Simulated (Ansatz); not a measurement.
Relaxation of H$_{2}$OSSe (5 atoms, charge 0, multiplicity 1), to a largest force component of 0.015 eV/Å in at most 40 steps.

Theory: RKS B3LYP/def2-SVP in Ansatz 0.2.0.

```xyz
5
Properties=species:S:1:pos:R:3
O -1.146 -1.006 0.106
S -0.564 0.347 0.867
Se -2.295 1.291 1.735
H -1.458 -0.796 -0.781
H -2.254 0.675 3.069
```

Task: Where does it end, and by what steps?

Result: The forces met the threshold. After 7 steps the energy has fallen by 0.059 eV; Se3 moved furthest, 0.08 Å.

```
step  energy less start (eV)  largest force component (eV/Å)  accepted
   0                  0.0000                           0.920       yes
   1                 -0.0484                           0.347       yes
   2                 -0.0473                           0.690        no
   3                 -0.0566                           0.335       yes
   4                 -0.0577                           0.228       yes
   5                 -0.0585                           0.071       yes
   6                 -0.0586                           0.023       yes
   7                 -0.0587                           0.008       yes
```

```xyz
5
Properties=species:S:1:pos:R:3
O -1.130 -1.038 0.120
S -0.541 0.370 0.825
Se -2.290 1.366 1.763
H -1.476 -0.805 -0.757
H -2.282 0.618 3.045
```

Whether the end is a true minimum wasn't checked by a vibrational analysis.

Run time: 22 s on 1 thread of Arm Neoverse V2, with other jobs on the host, peak memory 0.25 GiB.
